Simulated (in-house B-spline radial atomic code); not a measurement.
Configurations of Rh²⁺, with energies counted from [Kr] 4d7. All numbers are computed (scalar-relativistic (X2C) TPSSh, spin-polarised, spherical fractional occupations, exact exchange averaged over the configuration; Fermi nucleus of rms radius 4.4945 fm) with a B-spline radial code for spherical atoms, not measured. Shells without spins written out take the highest spin.

Occupations are held fixed; configurations that lie above the ionisation limit could autoionise.

```csv
configuration,E - E(ref) (eV),highest orbital,its <r> (bohr)
[Kr] 4d6 5d1,19.021,5d up,4.506
[Kr] 4d6 4f1,22.428,4f up,5.376
[Ar] 3d10 4s2 4p5 4d7 5d1,66.295,5d up,4.471
```

Order these further configurations by energy, lowest first.
A. [Ar] 3d10 4s2 4p5 4d7 5s1
B. [Ar] 3d10 4s2 4p5 4d7 5p1
C. [Ar] 3d10 4s2 4p5 4d8
D. [Kr] 4d6 5f1

D (25.023 eV), C (46.389 eV), A (51.992 eV), B (58.604 eV).
